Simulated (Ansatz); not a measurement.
Z-matrix (Å, degrees):
```
C
C 1 1.3275
H 2 1.0846 1 119.05
H 1 1.0885 2 118.10 3 -179.96
C 1 1.4694 4 115.71 2 -179.95
C 5 1.3427 1 119.11 4 0.15
H 6 1.0814 5 121.17 1 179.99
H 6 1.0861 7 116.69 5 179.97
C 2 1.4907 3 116.41 1 -179.94
H 9 1.0900 2 111.55 3 -179.75
H 9 1.0928 10 108.29 2 -122.42
H 9 1.0928 10 108.25 11 -115.22
B 5 1.5411 6 116.69 7 0.00
H 13 1.1911 5 123.03 6 179.96
H 13 1.1914 14 118.58 3 -180.00
```
Charge 0, multiplicity 1.

The numbers are results of frozen-core CCSD(T)/cc-pVTZ // CAM-B3LYP-D3(BJ)/def2-TZVP (Ansatz, a program for electronic structure), not measurements. The restricted HF reference is unstable towards unrestricted orbitals.

The HF energy is -219.28797 Ha and the MP2 correlation energy is -0.91862 Ha.

Problem. Estimate the CCSD correlation energy, the (T) correction, the total energy and the T1 diagnostic.

Solution. 
The CCSD correlation energy is -0.97325 Ha and the (T) correction is -0.04448 Ha. The CCSD(T) total energy is -220.30570 Ha and the T1 diagnostic is 0.011.
